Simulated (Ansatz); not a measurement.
Start from `C[NH][InH2]` and change one atom or group to get `CN[SiH3]`.

Ansatz, PBE0-D4/def2-TZVP geometries, multiplicity 1. 

Elements past krypton have def2 core potentials.

```csv
property,`C[NH][InH2]`
LUMO energy (PBE0/def2-TZVPP) / eV,-1.11
HOMO energy (PBE0/def2-TZVPP) / eV,-6.31
zero-point energy (PBE0-D4/def2-TZVP) / kJ/mol,171.6
HOMO energy (PBE/def2-TZVPP) / eV,-5.13
HOMO–LUMO gap (B3LYP/def2-TZVPP) / eV,4.75
LUMO energy (PBE/def2-TZVPP) / eV,-1.79
```

Question: Give the same properties after the change, and the shifts. (An estimate is asked.)

Answer: Computed: 
```tsv
property	`CN[SiH3]`	shift
LUMO energy (PBE0/def2-TZVPP) / eV	0.47	1.58
HOMO energy (PBE0/def2-TZVPP) / eV	-6.79	-0.48
zero-point energy (PBE0-D4/def2-TZVP) / kJ/mol	207.4	35.8
HOMO energy (PBE/def2-TZVPP) / eV	-5.43	-0.30
HOMO–LUMO gap (B3LYP/def2-TZVPP) / eV	6.79	2.04
LUMO energy (PBE/def2-TZVPP) / eV	-0.36	1.43
```

With PBE0 the HOMO falls by 0.48 eV and the LUMO rises by 1.58 eV, so the gap widens by about 2.06 eV. PBE moves the HOMO by -0.30 eV and ωB97M-V by -0.52 eV. The zero-point energy changes by 35.8 kJ/mol with +3 modes.

B3LYP here is the variant with VWN-RPA as its local correlation; programs differ in this.
